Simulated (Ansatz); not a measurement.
Isolated molecules relaxed with PBE0-D4/def2-TZVP in Ansatz; ΔE leaves out vibrations. CCSD(T)/CBS is the MP2 limit (def2-TZVPP, def2-QZVPP) plus CCSD(T) − MP2 in def2-TZVPP, frozen cores. This one scheme is used for every species. DFT in def2-TZVPP. Open shells (•) are unrestricted, without spin–orbit coupling. One conformer a species, not always the lowest.

Reaction (hydrogen abstraction from the N–H bond): `N[Si](F)(F)F` + `[OH]`• → `[NH][Si](F)(F)F`• + H₂O

(1) Is it downhill or uphill in electronic energy at CCSD(T)/CBS, and by how much? (Estimate.)

(2) What do these levels give: LDA (SPW92), r2SCANh-D4, r2SCAN0-D4, BHLYP-D4, B2PLYP, PBE-QIDH, PBE, BLYP, BHLYP, CAM-B3LYP, CCSD(T)/def2-SVP, CCSD/CBS(def2)? (An estimate is asked.)

Largest T1 diagnostic among the species: 0.012.

## Answers

(1) Computed: Downhill: ΔE = -10.2 kJ/mol.

(2) Ansatz gave: LDA (SPW92) -23.6, r2SCANh-D4 -7.4, r2SCAN0-D4 -2.2, BHLYP-D4 5.4, B2PLYP -7.6, PBE-QIDH -2.8, PBE -18.6, BLYP -18.3, BHLYP 4.1, CAM-B3LYP -5.8, CCSD(T)/def2-SVP 8.6, CCSD/CBS(def2) -7.9 kJ/mol.

From PBE to PBE0 (25 % exact exchange), in def2-TZVPP and without D4, ΔE moves by +11.9 kJ/mol. Leaving LDA and LC-ωPBE aside and taking each functional with its dispersion term where it has one, the values, not all of them listed here, spread over 22.9 kJ/mol, from PBE-D4 to BHLYP-D4. LDA lies −5.0 kJ/mol from PBE without D4. In def2-TZVPP, CCSD(T) changes the Hartree–Fock value by −28.2 kJ/mol (the triples alone add −2.4 kJ/mol) and MP2 by −32.9 kJ/mol.
